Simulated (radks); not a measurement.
Spherical jellium clusters: N electrons in a uniform positive sphere of charge N and radius rs N^(1/3), rs = 3.57 bohr. Method: non-relativistic Kohn-Sham, exchange-only LDA, spin-polarised, spherical densities; computed with a radial shooting solver with Libxc functionals. Levels are named by radial order and angular momentum (1s, 1p, 1d, 2s, ...), and open shells are averaged over m.

N = 26, configuration 1s2 1p6 1d10 2s2 1f(up 6, down 0). This is the lowest configuration that the search found. Occupied and some empty levels:

level    occupation  eigenvalue (eV)  <r> (bohr)
1s up             1          -5.3379       6.747
1s down           1          -5.0753       5.869
1p up             3          -4.5664       7.830
1p down           3          -4.0558       7.299
1d up             5          -3.5513       8.616
2s up             1          -2.9237       6.980
1d down           5          -2.8886       8.333
2s down           1          -2.6030       7.286
1f up             6          -2.3469       9.334
1f down           0          -1.6037       9.266
2p up             0          -1.5860       8.826
2p down           0          -1.2352       8.948
1g up             0          -1.0115       10.15
2d up             0         -0.45655       11.81
1g down           0         -0.25773       10.45
2d down           0         -0.11447       13.29

Energy (eV): total -25.0886, kinetic 55.623, external -2049.8, Hartree 1008.1, exchange-correlation -82.653, background 1043.6.
